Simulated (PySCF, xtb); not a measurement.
Ge(AsH2)(F)3 (AsF₃GeH₂), SMILES [F][Ge]([F])([F])[AsH2].

GFN2-xTB run with xtb at its own geometry gives an orbital gap of 4.97 eV and a dipole moment of 6.33 D.

The structure is a stationary point at B3LYP-D3(BJ)/def2-SVP. This is a generated structure with no PubChem entry under its InChIKey; it may be hypothetical.

### Question
What does PySCF with PBE/def2-TZVP give? (Estimate from the structure and the level; the computed values follow.)

### Answer
gap 5.36 eV (levels -7.84 and -2.49 eV), dipole 3.66 D.
